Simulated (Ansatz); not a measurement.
One change: `[Cl][GeH3]` becomes `[CH3][GeH2][Cl]`.

Ansatz, PBE0-D4/def2-TZVP geometries, multiplicity 1. 

Scalar relativity is left out up to krypton.

```csv
property,`[Cl][GeH3]`
HOMO–LUMO gap (PBE/def2-TZVPP) / eV,6.18
size of the dipole moment (ωB97M-V/def2-TZVPP) / D,1.98
HOMO energy (ωB97M-V/def2-TZVPP) / eV,-11.02
HOMO energy (PBE0/def2-TZVPP) / eV,-8.78
LUMO energy (ωB97M-V/def2-TZVPP) / eV,1.64
LUMO energy (PBE/def2-TZVPP) / eV,-1.21
```

**Question.** Give the same properties after the change, and the shifts. (Best estimate.)

**Answer.** Ansatz gave: 
```
                                          property  `[CH3][GeH2][Cl]`  shift
               HOMO–LUMO gap (PBE/def2-TZVPP) / eV               6.36   0.18
size of the dipole moment (ωB97M-V/def2-TZVPP) / D               2.44   0.46
             HOMO energy (ωB97M-V/def2-TZVPP) / eV             -10.73   0.29
                HOMO energy (PBE0/def2-TZVPP) / eV              -8.50   0.28
             LUMO energy (ωB97M-V/def2-TZVPP) / eV               2.05   0.41
                 LUMO energy (PBE/def2-TZVPP) / eV              -0.79   0.42
```

With PBE0 the HOMO rises by 0.28 eV and the LUMO rises by 0.44 eV, so the gap widens by about 0.16 eV. PBE moves the HOMO by 0.25 eV and ωB97M-V by 0.29 eV. The zero-point energy changes by 76.8 kJ/mol with +9 modes. Dipoles are sizes alone; their direction can turn.
